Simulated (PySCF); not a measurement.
## Working out the ionisation energy of Ti

Ti [Ar] 3d2 4s2 (3F) → Ti⁺ [Ar] 3d2 4s1 (4F). All numbers are calculated (PySCF 2.14, no relativity, point nucleus, in def2-TZVPPD (6s6p4d2f1g, 67 functions)). Frozen: [Ne]. Energies in hartree (1 hartree = 27.21139 eV):

| part | Ti (lower) | Ti⁺ (upper) |
| --- | --- | --- |
| UHF | -848.397244 | -848.194103 |
| CCSD correlation | -0.315313 | -0.274528 |
| (T) | -0.009885 | -0.005969 |

What does Hartree-Fock give?

(-848.194103) − (-848.397244) = 0.203141 hartree = 5.528 eV.

What do CCSD and CCSD(T) give?

The CCSD correlation energies differ by 0.040785 hartree = 1.110 eV and the triples by 0.003916 hartree = 0.107 eV, so CCSD gives 6.638 eV and CCSD(T) 6.745 eV.

Measured between the centres of the two terms (NIST): 6.828 eV, so CCSD(T) (valence and next inner shell) is off by -0.083 eV.

The calculation is non-relativistic.

What remains against the reference includes basis incompleteness, the frozen core and higher excitations.
